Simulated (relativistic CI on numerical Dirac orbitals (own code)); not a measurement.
# Judd-Ofelt analysis for Eu⁴⁺

Method of calculation: Dirac-Coulomb-Breit CI, orbitals from a KLI potential per configuration, model QED (radiative potential, 1s self-energy scaled to tabulated hydrogen-like ionisation energies), valence Slater integrals scaled by 0.7 (own radial code, finite nucleus).

Configuration 4f⁵ alone, in intermediate coupling. Take Ω₂ = 1.13, Ω₄ = 2.08, Ω₆ = 5.16 (10⁻²⁰ cm²) and refractive index n = 1.49 as given. A_ED = 64π⁴e²ν³ n(n² + 2)²/[27h(2J + 1)] Σ Ω_λ |U^λ|², in Gaussian units with ν in cm⁻¹, and A_MD is n³ times the free-ion magnetic-dipole rate; a dash marks a rate that is forbidden or under 2 % of the level's free-ion decay.

Emitting level ⁴G°5/2 at 15970 cm⁻¹ (radiative decay alone: multiphonon quenching in a host is left out, and the level can lie too high or too low):

```tsv
To	ν (cm⁻¹)	U² squared	U⁴ squared	U⁶ squared	Free-ion A(M1) (s⁻¹)
⁶H°5/2	15970	0.0008	0.0002	0.0000	4.73
⁶H°7/2	14597	0.0006	0.0164	0.0226	3.87
⁶H°9/2	13066	0.0255	0.0137	0.0024	-
⁶H°11/2	11459	0.0000	0.0122	0.0060	-
⁶H°13/2	9831	0.0000	0.0008	0.0042	-
⁶F°1/2	9179	0.0015	0.0000	0.0000	-
⁶F°3/2	8988	0.0020	0.0005	0.0000	1.81
⁶F°5/2	8484	0.0160	0.0047	0.0000	1.21
⁶H°15/2	8230	0.0000	0.0000	0.0000	-
⁶F°7/2	7351	0.0004	0.0033	0.0008	0.418
⁶F°9/2	5819	0.0034	0.0005	0.0008	-
⁶F°11/2	4088	0.0000	0.0000	0.0010	-
```

Question: Give the rates, branching ratios and the radiative lifetime.

Answer: The rates are:

| To | λ (nm) | A_ED (s⁻¹) | A_MD (s⁻¹) | β (%) |
| --- | --- | --- | --- | --- |
| ⁶H°5/2 | 626 | 1.89 | 15.7 | 5.6 |
| ⁶H°7/2 | 685 | 168 | 12.8 | 57.8 |
| ⁶H°9/2 | 765 | 55.2 | 0 | 17.7 |
| ⁶H°11/2 | 873 | 30.2 | 0 | 9.7 |
| ⁶H°13/2 | 1017 | 7.91 | 0 | 2.5 |
| ⁶F°1/2 | 1089 | 0.451 | 0 | 0.1 |
| ⁶F°3/2 | 1113 | 0.845 | 6 | 2.2 |
| ⁶F°5/2 | 1179 | 6.07 | 4 | 3.2 |
| ⁶H°15/2 | 1215 | 0 | 0 | 0.0 |
| ⁶F°7/2 | 1360 | 1.6 | 1.38 | 1.0 |
| ⁶F°9/2 | 1719 | 0.622 | 0 | 0.2 |
| ⁶F°11/2 | 2446 | 0.131 | 0 | 0.0 |

τ_rad = 3.20e-03 s. Computed level positions enter as ν³, so measured ones would change the rates. For the strongest line (685 nm) and an assumed effective width Δλ = 14 nm (300 cm⁻¹), the Füchtbauer-Ladenburg formula σ = λ⁴A/(8πcn²Δλ) gives a peak emission cross-section of 0.17 × 10⁻²⁰ cm².
